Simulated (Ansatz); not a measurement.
Relaxation of Cl3H4HfNO (10 atoms, charge 0, multiplicity 1), to a largest force component of 0.03 eV/Å in at most 50 steps.

Computed with Ansatz 0.2.0, RKS PBE0-D4/def2-SVP.

```xyz
10
Properties=species:S:1:pos:R:3:forces:R:3
Hf 0.317 0.539 -0.580 0.36 1.17 1.25
Cl 0.806 -0.956 2.793 0.20 0.86 -0.26
Cl 2.158 -0.824 -1.119 0.02 0.00 0.00
Cl -0.474 1.644 -2.502 0.02 0.01 -0.02
O -1.178 -0.350 0.201 0.09 0.02 0.01
H -1.448 -0.950 0.903 0.01 0.04 -0.08
N 0.922 1.983 0.896 -0.37 -1.42 -0.96
H 1.793 2.514 0.938 -0.08 -0.12 -0.09
H 0.227 2.473 1.454 -0.07 0.06 0.05
H 1.063 0.285 2.361 -0.18 -0.63 0.10
```

Problem. Where does it end, and by what steps?

Solution. The forces met the threshold. After 30 steps the energy has fallen by 2.059 eV; Cl2 moved furthest, 2.11 Å. Parted: Cl2–H10 (1.34 → 3.15 Å). Joined: Hf1–Cl2 (3.72 → 2.38 Å), N7–H10 (2.25 → 1.02 Å).

```
step  energy less start (eV)  largest force component (eV/Å)  accepted
   0                  0.0000                           1.416       yes
   2                 -0.1931                           0.410       yes
   4                 -0.2062                           0.078       yes
   6                 -0.2151                           0.137       yes
   8                 -0.1793                           1.422        no
  10                 -0.2315                           0.235       yes
  12                 -0.3618                           1.036       yes
  14                 -1.0331                           3.017       yes
  16                 -1.7082                           1.020       yes
  18                 -1.8318                           0.915       yes
  20                 -1.9106                           0.240       yes
  22                 -1.9816                           0.303       yes
  24                 -2.0425                           0.501       yes
  26                 -2.0508                           0.243       yes
  28                 -2.0581                           0.056       yes
  30                 -2.0585                           0.006       yes
```

```xyz
10
Properties=species:S:1:pos:R:3
Hf 0.731 -0.028 -0.080
Cl 2.433 -0.597 1.490
Cl 0.881 -1.912 -1.510
Cl 1.086 1.703 -1.680
O -1.086 -0.276 0.512
H -1.806 -0.895 0.370
N 0.519 1.868 1.386
H 1.359 2.447 1.424
H -0.248 2.475 1.091
H 0.318 1.572 2.342
```

Whether the end is a true minimum wasn't checked by a vibrational analysis.

The run took 94 s on 4 threads of Arm Neoverse V2, on a shared host, peak memory 0.38 GiB.
